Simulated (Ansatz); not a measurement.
Input for Ansatz (a program for electronic structure): R-CCSD(T)/def2-TZVPPD on HI (SMILES I) with ghost functions. Elements past Kr take the def2 small-core potentials; no spin–orbit coupling. Files ending in .json are basis or fitting sets from the Basis Set Exchange. The run froze 9 orbitals, filled d shells among them.

Ansatz 0.2 input:
```yaml
crystal:
  periodic: [false, false, false]
  atoms:
    - {symbol: I, position_ang: [-2.73197155, 0.65438593, 4.15576346]}
    - {symbol: H, position_ang: [-1.49230856, 0.38456790, 3.14628046]}
basis:
  gaussian:
    orbitals: def2-TZVPPD.json
    ghost_atoms:
      - {symbol: C, position_ang: [1.10801620, -0.16739859, 1.03910764]}
      - {symbol: N, position_ang: [0.22939679, 0.01627081, 1.74955533]}
      - {symbol: H, position_ang: [1.92702125, -0.33863846, 0.37684495]}
magnetization: {spin_polarized: false}
correlation: {method: ccsd_t, electrons: outside_noble_gas}
scf: {lower_state_search: off}
```

The log:

```
WARN ansatz: RAYON_NUM_THREADS=1 ignored (pool sized by the plan → 1); use --threads N
Functional definition: HF
these checks for a lower state are left out or cut short: stability, starts, cluster_reference, orbital_swaps, neighbouring_geometries, increment
integrals: 0.47 GiB planned
1172 factors; integrals over basis functions are off by at most 8.1e-4 eV
mean field: 0.35 GiB planned
mean field evaluation 1: about -8088.0185 eV, gradient 8.5e0 eV
mean field evaluation 2: about -8088.0201 eV, gradient 8.5e0 eV
mean field evaluation 4: about -8088.3765 eV, gradient 1.5e0 eV
mean field evaluation 8: about -8088.3868 eV, gradient 8.0e-5 eV
mean field -8088.38678731 eV, -297.2427319280 hartree, gradient 1.7e-6 eV, S^2 0.000000; 0 other end points of the search recorded, 0 dependent functions left out
9 core orbitals not correlated
reference -8088.38678731 eV, -297.2427319280 hartree; 4, 4 occupied and 154, 154 virtual orbitals, 1172 factors
second order -4.10754450 eV of doubles, -0.00000000 eV of singles
coupled cluster: 1.20 GiB planned
cycle   1  -4.49656149 eV  change   -3.9e-1 eV  update   4.6e-2
cycle   2  -4.62937201 eV  change   -1.3e-1 eV  update   1.4e-2
cycle   3  -4.63722947 eV  change   -7.9e-3 eV  update   3.6e-3
cycle   4  -4.63679910 eV  change    4.3e-4 eV  update   1.0e-3
cycle   5  -4.63654648 eV  change    2.5e-4 eV  update   2.3e-4
cycle   6  -4.63652202 eV  change    2.4e-5 eV  update   7.2e-5
cycle   7  -4.63652986 eV  change   -7.8e-6 eV  update   2.2e-5
cycle   8  -4.63653145 eV  change   -1.6e-6 eV  update   6.8e-6
perturbative correction -0.16288241 eV, -0.0059858181 hartree
Total energy: -8093.18620116 eV, -297.4191071340 hartree
Checks for a lower state left out: stability, starts, cluster_reference, orbital_swaps, neighbouring_geometries, increment
```

The calculation finished and met its thresholds.

Cost: around 13 core-seconds (rough).
